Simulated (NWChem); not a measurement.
Species: C2H4BFO; SMILES FB(C)C=O

```xyz
9

C     -1.3069     1.1623     0.1288
B      0.0298     0.5195    -0.3261
F      1.0314     1.2531    -0.7968
C      0.2866    -1.0744    -0.2886
O     -0.5048    -1.8307     0.2272
H     -1.8959     0.4730     0.7494
H     -1.9038     1.3802    -0.7767
H     -1.1598     2.1236     0.6441
H      1.2300    -1.4817    -0.7492
```
Atoms are numbered in this order, from 1.

All runs: NWChem. Pople sets run with spherical d functions. STO-3G and 3-21G are far too small for this property and stand as cheap habits. Geometry: optimised at PBE0/def2-SVP. GIAO values for the isolated, static molecule; σ is the absolute isotropic shielding, δ = σ(reference) − σ with the isolated reference molecule computed at the same levels (11B: boron trifluoride, 13C: tetramethylsilane, 19F: trichlorofluoromethane, 1H: tetramethylsilane, 17O: water).

For level Hartree-Fock/STO-3G:

```
Quantity                 Value
-----------------------  -----
δ C1 (ppm)                 7.4
δ F3 (ppm)                52.2
δ C4 (ppm)               175.2
δ O5 (ppm)               890.3
δ H6 (rotor mean) (ppm)   1.13
δ H9 (ppm)               12.73
```

Q: How do the values read with level B3LYP/6-31G* instead?

A: 
- δ C1 (ppm) = -0.6
- δ F3 (ppm) = -30.6
- δ C4 (ppm) = 214.4
- δ O5 (ppm) = 854.1
- δ H6 (rotor mean) (ppm) = 0.40
- δ H9 (ppm) = 11.25
